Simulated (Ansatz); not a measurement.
Ansatz results at the PBE0-D4/def2-TZVP geometry: size of the dipole moment (ωB97M-V/def2-TZVPP) 4.75 D; HOMO–LUMO gap (PBE0/def2-TZVPP) 5.89 eV; HOMO–LUMO gap (B3LYP/def2-TZVPP) 5.31 eV.

Each molecule was computed in one conformer, which needn't be the lowest.

Task: Which molecule gave them?
A. `C=C[CH2][SnH3]`
B. `[OH][Sn]([OH])([F])[F]`
C. `CC(C)(C)[NH][Sn]([F])([F])[F]`
D. `[NH2][SnH2][Cl]`

Result: C. The others give `[OH][Sn]([OH])([F])[F]`: 0.48, 7.57, 6.89; `[NH2][SnH2][Cl]`: 1.76, 7.23, 6.65; `C=C[CH2][SnH3]`: 0.52, 6.74, 6.30.

B3LYP here is the variant with VWN-RPA as its local correlation; programs differ in this.
